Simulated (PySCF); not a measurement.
CH$_{4}$BClSi, CH$_{7}$BSi$_{2}$, CH$_{5}$OSi$_{2}$, BClH$_{3}$NSi (calculated)

All values are calculated (PySCF 2.14.0). Calculation on a computer-drawn molecule: the log of a Hartree-Fock and frozen-core CCSD(T) single point meant for a local Hartree-Fock minimum, with one planted fault or none, to be diagnosed. Offsets are logged minus clean, where the clean run is the same molecule without the fault. The reference is restricted for singlets and unrestricted otherwise, and also for a bond in bohr or an excited solution. Adding or removing an electron swaps singlet and doublet. The excited solution moves the top pair (singlet) or top alpha electron (doublet) to the lowest empty orbital. Highest occupied and lowest empty are orbital energies over both spins, largest force is the largest gradient component, triples share is (T) over the correlation energy, the T1 limit is 0.02 restricted and 0.045 unrestricted, electrons count all cores, a negative frequency is imaginary (commonest isotopes), and the dipole is about the centre of nuclear charge.

Common to all runs: meant multiplicity 1; meant basis cc-pV(D+d)Z; logged electrons 46; logged SCF converged yes; possible faults no fault, one electron removed, one electron added, multiplicity raised by two, geometry at a saddle point, SCF held on an excited solution, minimal basis STO-3G, one bond length entered in bohr, all coordinates scaled.

(1) CH$_{4}$BClSi

Logged structure:
```xyz
8
CH4BClSi
Si     1.8987    -2.9803    -0.7194
C      1.9872    -1.9568    -2.0817
B      0.7830    -1.0972    -2.4282
Cl     0.7892     0.0004    -3.8385
H      0.7050    -3.0624     0.1329
H      2.9876    -3.8643    -0.2719
H      2.8883    -1.9260    -2.6852
H     -0.2270    -1.1047    -1.7854
```

- meant charge: 0
- logged basis functions: 94
- logged spin squared: 2.0234
- logged highest occupied: -6.678 eV
- logged lowest empty: -0.64374 eV
- logged largest force: 0.098184 hartree/bohr
- logged T1 diagnostic: 0.01794
- logged D1 diagnostic: 0.076377
- logged triples share: 0.027517
- logged CC converged: yes
- logged dipole magnitude: 1.2051 debye
- logged SCF stable within its kind: yes
- logged energy HF: -813.24798 hartree
- logged energy CCSD(T): -813.7324 hartree
- planted fault: multiplicity raised by two
- HF energy offset from clean run: 48.11 kcal/mol
- CCSD(T) energy offset from clean run: 68.37 kcal/mol

Drawn bonds:
```
atom  other atom  order
   1           2      2
   2           3      1
   3           4      1
   1           5      1
   1           6      1
   2           7      1
   3           8      1
```

(2) CH$_{7}$BSi$_{2}$

Logged structure:
```xyz
11
CH7BSi2
Si     0.8955    -1.9235     0.8062
C      0.4112    -0.3035     1.0598
B     -0.5191     0.4926     0.1408
Si    -1.4359    -0.0893    -1.5945
H      0.4721    -2.7476    -0.3322
H      1.7947    -2.6477     1.7216
H      0.8068     0.1811     1.9502
H     -0.7742     1.6327     0.4484
H     -1.1734    -1.4835    -2.0445
H     -1.0177     0.8111    -2.7035
H     -2.9107     0.0493    -1.4481
```

- meant charge: 0
- logged basis functions: 35
- logged spin squared: 0
- logged highest occupied: -6.6279 eV
- logged lowest empty: 5.1202 eV
- logged largest force: 0.032169 hartree/bohr
- logged T1 diagnostic: 0.014385
- logged D1 diagnostic: 0.063315
- logged triples share: 0.019496
- logged CC converged: yes
- logged dipole magnitude: 3.4933 debye
- logged SCF stable within its kind: yes
- logged energy HF: -636.96116 hartree
- logged energy CCSD(T): -637.2155 hartree
- planted fault: minimal basis STO-3G
- HF energy offset from clean run: 4688 kcal/mol
- CCSD(T) energy offset from clean run: 4843 kcal/mol

Drawn bonds:
```
atom  other atom  order
   1           2      2
   2           3      1
   3           4      1
   1           5      1
   1           6      1
   2           7      1
   3           8      1
   4           9      1
   4          10      1
   4          11      1
```

(3) CH$_{5}$OSi$_{2}$

Logged structure:
```xyz
9
CH5OSi2
Si     0.8909    -0.2384     1.3233
C     -0.6374    -0.3392     2.0777
O     -1.8313    -0.2336     1.3259
Si    -3.3753    -0.2479     1.4522
H      2.0826    -0.3557     2.1600
H      1.0269    -0.0404    -0.1196
H     -0.8107    -0.4842     3.1355
H     -4.1159    -0.0759     0.2136
H     -4.0142    -0.4255     2.7508
```

- meant charge: 1
- logged basis functions: 33
- logged spin squared: 0
- logged highest occupied: -10.396 eV
- logged lowest empty: -0.85785 eV
- logged largest force: 0.022487 hartree/bohr
- logged T1 diagnostic: 0.02536
- logged D1 diagnostic: 0.099148
- logged triples share: 0.035738
- logged CC converged: yes
- logged dipole magnitude: 3.5462 debye
- logged SCF stable within its kind: yes
- logged energy HF: -685.09008 hartree
- logged energy CCSD(T): -685.35535 hartree

Drawn bonds:
```
atom  other atom  order
   1           2      2
   2           3      1
   3           4      1
   1           5      1
   1           6      1
   2           7      1
   4           8      1
   4           9      1
```

Notes: T1 above single-reference limit.

(4) CH$_{5}$OSi$_{2}$

Structure as in entry 3.

- meant charge: 1
- logged basis functions: 99
- logged spin squared: 2.0277
- logged highest occupied: -10.467 eV
- logged lowest empty: -6.1914 eV
- logged largest force: 0.1912 hartree/bohr
- logged T1 diagnostic: 0.049583
- logged D1 diagnostic: 0.30379
- logged triples share: 0.030588
- logged CC converged: yes
- logged dipole magnitude: 6.8655 debye
- logged SCF stable within its kind: yes
- logged energy HF: -693.12717 hartree
- logged energy CCSD(T): -693.65741 hartree

Drawn bonds:
```
atom  other atom  order
   1           2      2
   2           3      1
   3           4      1
   1           5      1
   1           6      1
   2           7      1
   4           8      1
   4           9      1
```

Notes: T1 above single-reference limit.

(5) BClH$_{3}$NSi

Logged structure:
```xyz
7
BClH3NSi
Si    -0.6453    -0.4620    -0.6554
N     -0.4088     0.7118     0.3347
B     -0.1889     1.7491     1.2105
Cl     1.4816     2.1699     1.7393
H     -0.6702    -0.2994    -2.1147
H     -0.8809    -1.8474    -0.2290
H     -1.0630     2.4238     1.6685
```

- meant charge: 0
- logged basis functions: 89
- logged spin squared: 0
- logged highest occupied: -4.1605 eV
- logged lowest empty: -5.0088 eV
- logged largest force: 0.25362 hartree/bohr
- logged CC converged: no
- logged dipole magnitude: 5.9507 debye
- logged SCF stable within its kind: no
- logged energy HF: -828.90595 hartree

Drawn bonds:
```
atom  other atom  order
   1           2      2
   2           3      1
   3           4      1
   1           5      1
   1           6      1
   3           7      1
```

Notes: CCSD not converged.

## Withheld values
1. Which fault was planted in the run of CH$_{5}$OSi$_{2}$ (entry 3)?
2. Which fault was planted in the run of CH$_{5}$OSi$_{2}$ (entry 4)?
3. Which fault was planted in the run of BClH$_{3}$NSi (entry 5)?

Calculated values
1. minimal basis STO-3G
2. multiplicity raised by two
3. SCF held on an excited solution

Further results for CH$_{5}$OSi$_{2}$ (entry 3):

* HF energy offset from clean run: 5082 kcal/mol
* CCSD(T) energy offset from clean run: 5265 kcal/mol

Further results for CH$_{5}$OSi$_{2}$ (entry 4):

- HF energy offset from clean run: 38.72 kcal/mol
- CCSD(T) energy offset from clean run: 55.67 kcal/mol

Further results for BClH$_{3}$NSi (entry 5):

- HF energy offset from clean run: 293.5 kcal/mol
